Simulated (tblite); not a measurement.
Compound: C7H13 (doublet state).
Geometry (GFN2-xTB, Å), atoms numbered from 1 in this order:
```xyz
20
C7H13 angstrom
C      2.5536   -0.3632    0.5015
C      1.0540   -0.3893    0.7688
C      0.2609   -0.3193   -0.5444
C      0.2108    1.0035   -1.2150
C     -1.2613    1.1266   -1.1218
C     -1.2931   -0.2718   -0.4643
C     -1.9486   -0.3474    0.9020
H      3.1089   -0.3990    1.4360
H      2.8496   -1.2155   -0.1068
H      2.8281    0.5461   -0.0274
H      0.7864    0.4579    1.4017
H      0.7915   -1.3079    1.2979
H      0.6282   -1.1355   -1.1838
H      0.9527    1.5977   -1.7089
H     -1.7965    1.2166   -2.0734
H     -1.6229    1.9329   -0.4735
H     -1.7463   -1.0200   -1.1184
H     -3.0199   -0.1802    0.8044
H     -1.7958   -1.3274    1.3488
H     -1.5453    0.4057    1.5734
```

Method: GFN2-xTB as coded in tblite; computed harmonic values from a numerical Hessian at the method's own geometry, unscaled. The method is semi-empirical: single wavenumbers can be off by several per cent or more. One conformer, not necessarily the lowest. Open shells enter through the occupations alone, without spin polarisation, and single modes of such species can be off by tens of per cent.

Harmonic wavenumbers (cm⁻¹): 64.6, 83.3, 147.0, 182.8, 217.0, 228.5, 290.9, 368.6, 421.2, 477.5, 725.9, 815.0, 841.9, 877.8, 920.7, 976.5, 990.1, 998.0, 1035.6, 1041.0, 1066.7, 1091.1, 1125.0, 1164.5, 1188.9, 1207.3, 1222.4, 1241.1, 1254.0, 1270.6, 1295.6, 1327.6, 1331.9, 1408.8, 1412.8, 1452.0, 1484.6, 1501.3, 1502.6, 1505.8, 1506.0, 2834.4, 2869.3, 2915.2, 2954.9, 2969.1, 2989.6, 3022.0, 3028.3, 3031.8, 3032.8, 3043.8, 3046.6, 3144.8.

A = 4249, B = 1951, C = 1496 MHz; mass 97.102 u (most abundant isotopes); point group C1, symmetry number 1; spin multiplicity 2.

What is the zero-point energy?

½Σν̃ = 39074 cm⁻¹ = 111.72 kcal/mol.

Give the ideal-gas entropy at 298.15 K and 1 bar in the rigid-rotor, harmonic-oscillator model (classical rotation).

Translation 39.66, rotation 27.65, vibration 23.20, spin (R ln 2) 1.38: S = 91.9 cal/(mol K).

And Cp and H(298.15 K) − H(0)?

Cp = 33.35 cal/(mol K), of which vibrations give 25.40 (their classical limit is 54 R = 107.3); H(298.15 K) − H(0) = 6.11 kcal/mol without the zero-point energy, 3.74 from vibrations.

Blend soft modes into free rotors: weight 1/[1 + (100 cm⁻¹/ν̃)⁴] for the oscillator and the rest for a rotor with moment μB/(μ + B), μ = h/(8π²ν), B = 10⁻⁴⁴ kg m². What vibrational entropy results?

21.78 cal/(mol K) in place of 23.20, which changes −T·S at 298.15 K by +0.42 kcal/mol.

Which modes carry the vibrational entropy at 298.15 K?

64.6 cm⁻¹: 4.31; 83.3 cm⁻¹: 3.81; 147.0 cm⁻¹: 2.71; 182.8 cm⁻¹: 2.30; 217.0 cm⁻¹: 1.98; 228.5 cm⁻¹: 1.89 cal/(mol K); the other 48 give 6.19 together.

What must be added to the electronic energy to get the Gibbs energy at 298.15 K and 1 bar?

ZPE + [H(298.15 K) − H(0)] − T·S = 111.72 + 6.11 − 27.39 = 90.44 kcal/mol.

Hindered rotation and anharmonicity are outside this model. Other conformers, if any are populated, would add a mixing term that is left out. The structure is chiral; the term R ln 2 for an equal mix with its mirror image is left out.
